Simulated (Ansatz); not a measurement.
Born–Oppenheimer molecular dynamics of a periodic cell of 27 atoms, H16SO10 (contents 8 H2O + 1 SO2, density as packed 1.10 g/cm³ with natural masses). It starts from a partly relaxed structure (largest force component 0.29 eV/Å).

Computed with DFT PBE, scalar-relativistic, plane waves, PAW in Ansatz. Settings: cutoff 420 eV, k mesh 1x1x1, fermi-dirac smearing 0.05 eV, no spin polarisation.

| Quantity | Value |
| --- | --- |
| ensemble | NVT, Langevin thermostat |
| time step | 0.5 fs |
| steps asked | 300 |
| set temperature | 500 K |
| friction | 0.02 /fs |
| masses | H 2.014 u |
| seed | 934384 |

First frame:

```xyz
27
Lattice="6.7969 0.0000 0.0000 0.0000 6.7969 0.0000 0.0000 0.0000 6.7969" Properties=species:S:1:pos:R:3
O 6.770 5.896 5.729
H 7.455 5.997 5.013
H 7.123 6.428 6.485
O 6.102 1.314 2.941
H 6.628 2.135 3.061
H 5.165 1.602 2.888
O 3.570 1.398 0.275
H 3.883 2.262 0.678
H 4.334 1.070 -0.243
O 4.486 3.686 1.369
H 4.109 4.576 1.269
H 5.385 3.732 0.927
O 1.554 2.057 5.494
H 0.984 2.681 6.056
H 2.343 1.798 6.073
O 0.124 3.683 7.001
H 0.662 3.877 7.795
H 0.103 4.561 6.445
O 2.057 5.962 3.869
H 2.535 6.817 3.884
H 1.608 5.993 2.993
O 0.958 -0.036 1.361
H 0.274 0.495 1.879
H 1.731 0.552 1.268
S 2.516 2.991 3.852
O 3.244 1.749 3.510
O 1.328 3.243 3.007
```

What does the run give?

The run went to its last step.

```
steps done                                               : 300
time covered                                             : 150 fs
mean temperature over the second half                    : 446 K
spread of the potential energy over the second half      : 4.0 meV per atom
mean potential energy of the second half above the start : 50.7 meV per atom
```

The mean temperature of the second half is 11 % below the set value. A run of 0.15 ps of so small a system gives no equilibrium averages. Limits of this set-up: coarse k mesh.

What happens to the structure?

Mean squared displacements from the first frame to the last, about the centre of mass: O 0.23 Å², H 0.39 Å², S 0.13 Å². This is one draw of velocities; another would differ in detail.

How do temperature and energy run in time?


```tsv
time (fs)	T (K)	potential energy less start (eV)
0.0	481	0.000
5.0	444	0.537
10.0	401	0.797
15.0	407	0.925
20.0	343	1.113
25.0	387	1.195
30.0	286	1.285
35.0	273	1.253
40.0	362	1.125
45.0	379	1.201
50.0	372	1.305
55.0	403	1.129
60.0	421	1.223
65.0	442	1.211
70.0	445	1.244
75.0	448	1.428
80.0	451	1.382
85.0	396	1.432
90.0	510	1.385
95.0	467	1.344
100.0	454	1.325
105.0	468	1.379
110.0	425	1.459
115.0	442	1.380
120.0	425	1.375
125.0	390	1.297
130.0	454	1.196
135.0	521	1.230
140.0	457	1.407
145.0	491	1.447
150.0	469	1.465
```

Run time: 9.1 min on 1 thread of Arm Neoverse V1, with other jobs on the host, peak memory 0.38 GiB.
